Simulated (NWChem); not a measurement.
CH4MgO; SMILES [O](C)[MgH]

```xyz
7

Mg     0.0000     0.0000    -1.4050
H      0.0000     0.0000    -3.1034
O      0.0000     0.0000     0.3656
C      0.0000     0.0000     1.7503
H      0.6248    -0.8114     2.1601
H      0.3903     0.9468     2.1601
H     -1.0151    -0.1354     2.1601
```
Atoms are numbered in this order, from 1.

Computed with NWChem. Structure relaxed at the B3LYP/6-31G* (spherical d) level. Static field.

Question: Predict the results for LDA (Slater exchange, VWN5)/aug-cc-pVDZ. Quantities: isotropic polarisability (bohr³); anisotropy (bohr³).

Answer: 
* **isotropic polarisability (bohr³)**: 51.3
* **anisotropy (bohr³)**: 20.6
